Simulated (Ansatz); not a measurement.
BrHSe (SMILES [SeH]Br) moved off its minimum; all values from Ansatz (a quantum-chemistry and plane-wave program), cores frozen in correlated methods.
(charge 0, multiplicity 1)
```xyz
3

Se    -0.8859    -0.5831     0.8431
H     -1.7661    -0.8865    -0.2392
Br     0.8746     0.7332    -0.8500
```

```
level                largest force (eV/Å)  on atom  rms difference from CCSD(T)/aug-cc-pVTZ (eV/Å)  dipole (D)
-------------------  --------------------  -------  ----------------------------------------------  ----------
HF/def2-TZVPP                        3.12      Se1                                           0.416        2.53
PBE/def2-TZVPP                       2.64      Se1                                           0.096        1.75
r2SCAN/def2-TZVPP                    2.67      Se1                                           0.106        1.85
B3LYP/def2-TZVPP                     2.57      Se1                                           0.033        1.89
wB97M-V/def2-TZVPP                   2.98      Se1                                           0.289        2.08
MP2/aug-cc-pVTZ                      2.85      Se1                                           0.211        1.74
CCSD(T)/aug-cc-pVTZ                  2.52      Se1                                           0.000        1.63
```

The differences count from one level among others, with limits of its own. Forces at CCSD(T)/aug-cc-pVTZ (eV/Å):

| atom | Fx | Fy | Fz |
|---|---|---|---|
| Se1 | 2.112 | 1.292 | -0.468 |
| H2 | -0.633 | -0.197 | -0.896 |
| Br3 | -1.479 | -1.095 | 1.364 |

Doubts at one or more of the structures used: a restricted determinant that unrestricted orbitals would lower (MP2/aug-cc-pVTZ, CCSD(T)/aug-cc-pVTZ).
